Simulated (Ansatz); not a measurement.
Cost and result up the ladder for the cluster Cs₂I (3 atoms). The state is a doublet with charge 0. Geometry: PBE-D4/def2-TZVP.

```xyz
3

Cs   -2.371   -0.311    0.918
Cs    1.547   -0.946   -1.809
I     0.824    1.256    0.892
```

Ansatz on 4 threads of Intel Xeon Platinum 8259CL on a shared host. Times are rough, and most runs start from the orbitals of an earlier one. PBE0-D4/def2-TZVPD serves as the yardstick here, not as an exact answer. Differences are given only for rows in sets of like size (and for xTB, whose basis is part of the method), since another set adds its own error. Binding counts from free atoms at the same level (Cs doublet, I doublet; other spins of the atoms weren't run), without zero-point energy or a counterpoise term.

In the def2 sets Cs, I take a core potential; there is no spin–orbit coupling. LC-ωPBE has ω = 0.4 bohr⁻¹. Correlated methods freeze 4 core orbitals; core or outer-core shells of Cs, I are correlated, in sets that lack core-valence functions. The structure comes from a short search, and lower isomers may exist.

Correlated methods converge slowly with the basis.

```json
{"level": "HF/def2-TZVP", "functions": "108", "wall time": "0.85 s", "binding energy per atom (eV)": "1.09", "difference from PBE0-D4/def2-TZVPD (eV)": "-0.35"}
{"level": "PBE-D4/def2-SVP", "functions": "74", "wall time": "1.4 s", "binding energy per atom (eV)": "1.41", "difference from PBE0-D4/def2-TZVPD (eV)": "–"}
{"level": "MP2/def2-TZVP", "functions": "108", "wall time": "1.5 s", "binding energy per atom (eV)": "1.39", "difference from PBE0-D4/def2-TZVPD (eV)": "-0.04"}
{"level": "PBE-D4/def2-TZVP", "functions": "108", "wall time": "2.1 s", "binding energy per atom (eV)": "1.42", "difference from PBE0-D4/def2-TZVPD (eV)": "-0.02"}
{"level": "PBE-D4/def2-TZVPD", "functions": "123", "wall time": "2.4 s", "binding energy per atom (eV)": "1.43", "difference from PBE0-D4/def2-TZVPD (eV)": "-0.01"}
{"level": "PBE0-D4/def2-SVP", "functions": "74", "wall time": "2.4 s", "binding energy per atom (eV)": "1.42", "difference from PBE0-D4/def2-TZVPD (eV)": "–"}
{"level": "PBE0-D4/def2-TZVPD", "functions": "123", "wall time": "2.7 s", "binding energy per atom (eV)": "1.44", "difference from PBE0-D4/def2-TZVPD (eV)": "0.00"}
{"level": "LC-ωPBE/def2-TZVP", "functions": "108", "wall time": "2.8 s", "binding energy per atom (eV)": "1.44", "difference from PBE0-D4/def2-TZVPD (eV)": "0.00"}
{"level": "RPA@PBE/def2-TZVP", "functions": "108", "wall time": "3.2 s", "binding energy per atom (eV)": "1.20", "difference from PBE0-D4/def2-TZVPD (eV)": "-0.23"}
{"level": "r2SCAN-D4/def2-TZVP", "functions": "108", "wall time": "4.2 s", "binding energy per atom (eV)": "1.45", "difference from PBE0-D4/def2-TZVPD (eV)": "0.01"}
{"level": "r2SCANh-D4/def2-TZVP", "functions": "108", "wall time": "4.5 s", "binding energy per atom (eV)": "1.45", "difference from PBE0-D4/def2-TZVPD (eV)": "0.01"}
{"level": "r2SCAN-D4/def2-TZVPD", "functions": "123", "wall time": "5.5 s", "binding energy per atom (eV)": "1.46", "difference from PBE0-D4/def2-TZVPD (eV)": "0.02"}
{"level": "PBE0-D4/def2-TZVP (with forces)", "functions": "108", "wall time": "7.5 s", "binding energy per atom (eV)": "1.43", "difference from PBE0-D4/def2-TZVPD (eV)": "-0.01"}
{"level": "CCSD(T)/def2-TZVPD", "functions": "123", "wall time": "19 s", "binding energy per atom (eV)": "1.36", "difference from PBE0-D4/def2-TZVPD (eV)": "-0.08"}
```
